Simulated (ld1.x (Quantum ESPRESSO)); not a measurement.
**Before and after: TM potential for nitrogen (N)**

ld1.x (Quantum ESPRESSO) 7.5 input, shortened:

```
&input
   title='N', zed=7., rel=0, dft='BP', iswitch=3,
   config='[He] 2s2 2p3'
 /
 &inputp
   pseudotype=2, tm=.true., lloc=-1, rcloc=1.25,
   nlcc=.false.
 /
2
2S  1  0   2.00   0.00  0.65  0.65  0.0
2P  2  1   3.00   0.00  1.35  1.35  0.0
 &test
   configts(1)='2s2 2p3'
 /
```

All-electron outer shells of the reference configuration (BP86, non-relativistic, ld1.x):

| shell | level (eV) | outermost node (bohr) | outermost maximum (bohr) |
| --- | --- | --- | --- |
| 2s | -18.66 | 0.32 | 1.02 |
| 2p | -7.19 | – | 0.97 |

Change: wave 2s (bound): rc 0.65 bohr becomes 2s (bound): rc 0.86 bohr.

Cutoffs: the cutoffs (Ry, on a coarse ladder) from which the occupation-weighted sum of valence levels, in a spherical-Bessel basis at the reference potential, stays within 10 and 1 mRy of its value at 400 Ry; they do not see the model core or the augmentation charge, which bear on the density cutoff. Errors are all-electron minus pseudo energies relative to the spin-unpolarised reference configuration.

Q: Predict the effect on cutoff, ghosts and configuration errors.

A: Of the 7 tests that both files solve, the error grows in 0 and shrinks in 5 by more than 15 % and 0.3 meV (median size 28.7 → 9.1 meV); neither file shows a bound ghost. That the errors move this way runs against the usual rule that smaller radii transfer better.

| quantity | base | changed |
| --- | --- | --- |
| cutoff, loose | 180 Ry | 70 Ry |
| cutoff, tight | over 300 Ry | 140 Ry |
| loose cutoff by channel (10 mRy a level) | s 140 Ry, p 50 Ry | s 45 Ry, p 50 Ry |
| bound ghosts | none | none |
| error for 2s2 2p2, meV [ΔE 13.69 eV] | +9.7 | +6.6 |
| error for 2s2 2p1, meV [ΔE 42.61 eV] | +106 | +82 |
| error for 2s2 2p0, meV [ΔE 89.72 eV] | +541 | +435 |
| error for 2s1 2p0, meV [ΔE 167.57 eV] | +854 | +794 |
| error for 2s1 2p3, meV [ΔE 25.45 eV] | +6.3 | -5.6 |
| error for 2s1 2p4, meV [ΔE 11.48 eV] | +29 | +9.1 |
| error for 2s2 2p2.5, meV [ΔE 5.14 eV] | +1.3 | +0.7 |
| s: phases at 1.51 bohr within 0.05 rad from the reference energy up to (Ry; the scan ends near 5) | to the end of the scan | to the end of the scan |
| p: phases at 1.51 bohr within 0.05 rad from the reference energy up to (Ry; the scan ends near 5) | to the end of the scan | to the end of the scan |
